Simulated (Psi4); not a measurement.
A dimer, H3N ··· F- (SMILES N and [F-]) (charge -1), singlet; the first 4 atoms form monomer A.

```
5

N     -0.0017    -0.0002     0.2791
H     -0.5994    -0.7272    -0.0972
H     -0.3293     0.8833    -0.0944
H      0.9304    -0.1559    -0.0874
F     -0.8216     2.2163    -0.9890
```

Task: What interaction energy does SAPT0/jun-cc-pVDZ, frozen core (Psi4 1.11) give, and which attractive term is the largest?

Result: Total -60.79 kJ/mol: electrostatics -92.41, exchange 89.87, induction -49.14, dispersion -9.11. The most attractive term is electrostatics.
